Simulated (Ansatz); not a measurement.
C3H6BF can be A, `C[C@H]1B[C@@H]1F`, or B, `B/C=C(/C)F`.

Isolated molecules relaxed with PBE0-D4/def2-TZVP in Ansatz; ΔE leaves out vibrations. CBS: MP2 limit from def2 TZ/QZ plus the TZ coupled-cluster correction, frozen cores. Functionals use def2-TZVPP. B3LYP here is the variant with VWN-RPA as its local correlation; programs differ in this.

(1) Which isomer does CCSD(T)/CBS put lower? Give the gap. (Best estimate.)

(2) Give E(B) − E(A) in kcal/mol with HF/def2-TZVPP, B3LYP-D4, CCSD/def2-TZVPP, r2SCAN-D4, B2PLYP, ωB97M-V, PBE0-D4. (Estimate.)

Largest T1 diagnostic: 0.012.

Answers

(1) Computed: B, by 28.7 kcal/mol.

(2) Computed: HF/def2-TZVPP -34.4, B3LYP-D4 -30.7, CCSD/def2-TZVPP -29.3, r2SCAN-D4 -28.5, B2PLYP -30.5, ωB97M-V -27.5, PBE0-D4 -25.9. None reverses the order clearly.

In def2-TZVPP, CCSD(T) changes the Hartree–Fock value by +4.7 kcal/mol (the triples alone add −0.4 kcal/mol) and MP2 by +5.8 kcal/mol.
